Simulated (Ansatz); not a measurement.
Start from `[SiH3]O[Si](Cl)(Cl)Cl` and change one atom or group to get `FB[Si](Cl)(Cl)Cl`.

Ansatz, PBE0-D4/def2-TZVP geometries, multiplicity 1. Each molecule was computed in one conformer, which needn't be the lowest.

```json
{"property": "HOMO energy (B3LYP/def2-TZVPP) / eV", "`[SiH3]O[Si](Cl)(Cl)Cl`": "-9.00"}
{"property": "size of the dipole moment (B3LYP/def2-TZVPP) / D", "`[SiH3]O[Si](Cl)(Cl)Cl`": "1.45"}
{"property": "HOMO energy (PBE0/def2-TZVPP) / eV", "`[SiH3]O[Si](Cl)(Cl)Cl`": "-9.30"}
{"property": "HOMO–LUMO gap (B3LYP/def2-TZVPP) / eV", "`[SiH3]O[Si](Cl)(Cl)Cl`": "8.47"}
{"property": "size of the dipole moment (ωB97M-V/def2-TZVPP) / D", "`[SiH3]O[Si](Cl)(Cl)Cl`": "1.43"}
{"property": "LUMO energy (PBE/def2-TZVPP) / eV", "`[SiH3]O[Si](Cl)(Cl)Cl`": "-1.24"}
```

What does the change do to each property? (Estimate.)

Computed: 
```csv
property,`FB[Si](Cl)(Cl)Cl`,shift
HOMO energy (B3LYP/def2-TZVPP) / eV,-8.38,0.62
size of the dipole moment (B3LYP/def2-TZVPP) / D,1.03,-0.42
HOMO energy (PBE0/def2-TZVPP) / eV,-8.58,0.72
HOMO–LUMO gap (B3LYP/def2-TZVPP) / eV,5.80,-2.67
size of the dipole moment (ωB97M-V/def2-TZVPP) / D,1.04,-0.39
LUMO energy (PBE/def2-TZVPP) / eV,-3.34,-2.10
```

With PBE0 the HOMO rises by 0.72 eV and the LUMO falls by 2.09 eV, so the gap narrows by about 2.81 eV. PBE moves the HOMO by 0.62 eV and ωB97M-V by 0.85 eV. Dipoles are sizes alone; their direction can turn.

B3LYP here is the variant with VWN-RPA as its local correlation; programs differ in this.
